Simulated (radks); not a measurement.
Species: Tc I. Configuration: [Kr] 4d(up 4.5, down 0.5) 5s2 (fractional occupations, a model configuration).

Calculated with a radial shooting solver on a logarithmic mesh with Libxc functionals: scalar-relativistic Kohn-Sham, PBEsol, spin-polarised, spherical densities, finite nucleus; Fermi nuclear charge, rms radius 4.4112 fm.

Energy parts (eV):
part                       energy
total                 -116556.524
kinetic                120340.531
electron-nucleus      -280972.815
Hartree                 47505.524
exchange-correlation    -3429.764

Orbitals (lengths in bohr, moments of r in powers of bohr; r(90%) holds 90 % of the orbital's charge):
orbital,occ.,eigenvalue (eV),r(90%)
1s up,1,-20854.89,0.0615
1s down,1,-20854.90,0.0615
2s up,1,-2975.581,0.231
2s down,1,-2975.090,0.231
2p up,3,-2663.647,0.212
2p down,3,-2663.275,0.212
3s up,1,-517.8806,0.614
3s down,1,-517.5954,0.614
3p up,3,-415.5300,0.629
3p down,3,-415.2102,0.629
3d up,5,-249.7916,0.637
3d down,5,-249.3177,0.636
4s up,1,-74.1990,1.54
4s down,1,-71.7516,1.53
4p up,3,-46.2777,1.74
4p down,3,-43.6414,1.74
4d up,4.5,-7.6734,2.73
4d down,0.5,-5.0830,2.97
5s up,1,-5.5144,4.77
5s down,1,-4.4691,5.18

The highest occupied level is 5s down at -4.469 eV. The electron density at the nucleus is 1.021e+05 e/bohr^3 (large components only). The spin density at the nucleus is 0.245 e/bohr^3 (1s -0.030, 2s -0.843, 3s 0.323, 4s -2.377, 5s 3.172). Spin moment in Bohr magnetons: 4.
